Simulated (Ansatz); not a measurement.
These are frozen-core CCSD(T)/def2-TZVPP // BP86-D3(BJ)/def2-SVP (Ansatz, an electronic-structure program) values and carry that method's errors.

Ansatz 0.2 input:
```yaml
crystal:
  periodic: [false, false, false]
  atoms:
    - { symbol: Ti, position_ang: [0.000089, -0.000071, 0.000045] }
    - { symbol: H, position_ang: [1.223035, -1.088548, 0.465827] }
    - { symbol: H, position_ang: [-0.832609, 0.542886, 1.38177] }
    - { symbol: H, position_ang: [0.69888, 1.32974, -0.800351] }
    - { symbol: H, position_ang: [-1.088884, -0.78433, -1.047066] }
basis:
  gaussian: { orbitals: def2-TZVPP }
correlation:
  method: ccsd_t
```

Output:

```
Functional definition: HF
734 factors; integrals over basis functions are off by at most 9.4e-4 eV
mean field evaluation 1: about -23142.7786 eV, gradient 3.3e1 eV
mean field evaluation 2: about -23142.7851 eV, gradient 3.3e1 eV
mean field evaluation 4: about -23146.1478 eV, gradient 3.4e0 eV
mean field evaluation 8: about -23146.1846 eV, gradient 2.1e-1 eV
mean field evaluation 16: about -23146.1752 eV, gradient 6.9e-1 eV
mean field -23146.18477860 eV, -850.6066015662 hartree, gradient 6.6e-6 eV, S^2 0.000000; 0 other end points of the search recorded, 0 dependent functions left out
5 core orbitals not correlated
reference -23146.18477860 eV, -850.6066015662 hartree; 8, 8 occupied and 107, 107 virtual orbitals, 734 factors
second order -11.86796669 eV of doubles, -0.00000000 eV of singles
cycle   1  -12.11392358 eV  change   -2.5e-1 eV  update   1.6e-1
cycle   2  -12.64258513 eV  change   -5.3e-1 eV  update   6.0e-2
cycle   3  -12.82741961 eV  change   -1.8e-1 eV  update   3.9e-2
cycle   4  -12.79746684 eV  change    3.0e-2 eV  update   1.1e-2
cycle   5  -12.79759728 eV  change   -1.3e-4 eV  update   3.7e-3
cycle   6  -12.79733596 eV  change    2.6e-4 eV  update   8.9e-4
cycle   7  -12.79745691 eV  change   -1.2e-4 eV  update   1.8e-4
cycle   8  -12.79754776 eV  change   -9.1e-5 eV  update   5.2e-5
cycle   9  -12.79751444 eV  change    3.3e-5 eV  update   1.7e-5
cycle  10  -12.79751540 eV  change   -9.6e-7 eV  update   5.0e-6
perturbative correction -0.59870496 eV, -0.0220020015 hartree
Total energy: -23159.58099896 eV, -851.0989035841 hartree
```

Cost: around 14 core-seconds (rough).
